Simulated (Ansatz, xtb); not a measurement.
# Relative energy of two structures of ClH3O2Si2

Structure X is `O[Si]O[SiH2]Cl`, a singlet and structure Y is a singlet given by its coordinates. Both are isolated molecules in the gas phase, relaxed with B3LYP/6-31G*; the shapes shown needn't be the lowest conformers.

X (Å):

```xyz
8

Cl    0.6550   -0.7380    2.6026
O    -0.3891    2.4707    3.9165
O     0.1931    2.0375    1.3928
Si   -0.3077    3.2537    2.4545
Si    0.6510    0.5325    0.9367
H    -0.1675    1.5255    3.9833
H     2.0319    0.5461    0.4117
H    -0.3151   -0.0353   -0.0261
```

Y (Å):

```xyz
8

Cl   -2.1333    1.3387   -0.9297
O    -0.3331   -1.0384    0.0296
O     0.8803    0.5543   -1.2692
Si   -0.6826   -0.0678   -1.2994
Si    1.2471   -0.4100    0.0837
H    -1.0581   -0.7837   -2.5281
H     2.2923   -1.4231   -0.1823
H     1.5443    0.3632    1.3096
```

Close contacts (Å): Cl1–Si4 2.05, O2–Si4 1.68, O2–Si5 1.70, O3–Si4 1.68, O3–Si5 1.70, Si4–Si5 2.40, Si4–H6 1.47, Si5–H7 1.48, Si5–H8 1.48.

Problem. Which of the two would you expect CCSD(T)/def2-SVP + ΔMP2/def2-TZVPP electronic energies to favour?

Solution. Structure Y; the calculation gives E(Y) − E(X) = −27.0 kcal/mol.

How the difference moves with the method:

```csv
level,geometry,E(Y) − E(X) (kcal/mol),departure from the last row (kcal/mol),"job, with rough time for the two"
GFN2-xTB,GFN2-xTB,−23.5,+3.4,"optimisation, 0.21 s"
HF/STO-3G,GFN2-xTB,−12.8,+14.1,"single point, 0.38 s"
r2SCAN-D4/def2-SVP,GFN2-xTB,−22.1,+4.9,"single point, 3 s"
B3LYP/6-31G*,B3LYP/6-31G*,−23.9,+3.1,"optimisation, 38 s"
HF/def2-SVP,B3LYP/6-31G*,−21.4,+5.5,part of the CCSD(T) run
MP2/def2-SVP,B3LYP/6-31G*,−25.8,+1.1,part of the CCSD(T) run
CCSD(T)/def2-SVP,B3LYP/6-31G*,−21.8,+5.1,single point
CCSD(T)/def2-SVP + ΔMP2/def2-TZVPP,B3LYP/6-31G*,−27.0,,"single point, 22 s"
```

None of the levels shown reverses the order. The largest departure from CCSD(T)/def2-SVP + ΔMP2/def2-TZVPP is that of HF/STO-3G, 14.1 kcal/mol. The last row adds to CCSD(T) the change of the MP2 difference between the two basis sets, here −5.1 kcal/mol, a large step that makes the value less sure.

With harmonic frequencies from B3LYP/6-31G* (ideal gas, rigid rotor, one conformer each, 298.15 K, 1 atm): on the last row, ΔE + ΔZPE = −27.0 kcal/mol. A mode under 50 cm⁻¹ makes harmonic enthalpies and free energies unreliable, so none is given.

The correlated steps freeze 17 core orbitals. Run with Ansatz 0.2.0, xtb 6.7.1; the last row on 1 thread of Intel(R) Xeon(R) 6975P-C (Granite Rapids) on a shared host.
